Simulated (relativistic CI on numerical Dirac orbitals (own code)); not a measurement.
# Cu³⁺ in a cubic cluster: L2,3 absorption with charge transfer

Computed with a charge-transfer multiplet model of a cubic metal-ligand cluster with up to 2 ligand holes, Slater and spin-orbit integrals from Dirac-Coulomb-Breit ions, Slater integrals scaled by 0.8. The parameters are those of a tetrahedral site (10Dq negative, t2 hopping the larger). The ground state mixes d8 with configurations of k ligand holes L, whose averages lie at kΔ + k(k − 1)U_dd/2; a core hole lowers each added d electron by U_cd. 300 K, Lorentzian 0.4 eV and Gaussian 0.3 eV FWHM.

Atomic integrals in eV (Slater integrals scaled, ζ unscaled), ground: F2dd 11.066, F4dd 6.905, zeta_d 0.110; with the core hole: F2dd 11.066, F4dd 6.905, zeta_d 0.138, zeta_core 13.377, F2cd 7.060, G1cd 5.412, G3cd 3.079.

Cluster parameters (eV): Δ = -0.2, U_cd = 8.8, 10Dq = -0.45, 10Dq(ligand) = 0, V(eg) = 0.75, V(t2g) = -1.27, final-state hopping factor = 1.

| Case | n_d | d8 | d9L | d10L2 | S |
| --- | --- | --- | --- | --- | --- |
| U_dd = 5.5 eV | 8.39 | 0.62 | 0.36 | 0.02 | 1.00 |
| U_dd = 6.9 eV | 8.38 | 0.63 | 0.36 | 0.01 | 1.00 |
| U_dd = 7.6 eV | 8.37 | 0.64 | 0.35 | 0.01 | 1.00 |
| U_dd = 8.3 eV | 8.37 | 0.64 | 0.35 | 0.01 | 1.00 |
| U_dd = 9.7 eV | 8.36 | 0.65 | 0.35 | 0.01 | 1.00 |

Weights, n_d and S are thermal averages at 300 K. Photon energies count from the first peak over 30 % of the highest in each spectrum, which can be another peak from case to case. The parameters are a model scan and need not match a compound or its usual spin state. Peaks in eV (height, largest 100):
- U_dd = 5.5 eV: 0.0 (100), 3.1 (25), 3.8 (40), 5.9 (13), 20.2 (8), 24.8 (8)
- U_dd = 6.9 eV: 0.0 (100), 2.3 (11), 2.9 (23), 4.8 (10), 20.3 (8), 23.9 (6)
- U_dd = 7.6 eV: 0.0 (100), 2.7 (15), 4.5 (10), 20.5 (8)
- U_dd = 8.3 eV: 0.0 (100), 2.7 (8), 4.3 (9), 20.8 (9)
- U_dd = 9.7 eV: 0.0 (100), 0.5 (81), 1.7 (16), 4.2 (6), 21.4 (12)

For the case U_dd = 7.6 eV, Δ = -0.2 eV is smaller than U_dd = 7.6 eV, the charge-transfer side of the Zaanen-Sawatzky-Allen scheme (negative Δ: between configuration averages a ligand hole costs less than the nominal valence; multiplet and field energies can change this for the lowest states). With the core hole the configuration with one ligand hole lies at Δ + U_dd − U_cd = -3.5, -2.1, -1.4, -0.7, 0.7 eV from the one without, in the order of the table; where this is negative the screened configuration lies lower, though the effective hopping of about 1.6 eV (from the holes of the mixed ground state) mixes the two strongly wherever it is as large as the gap.
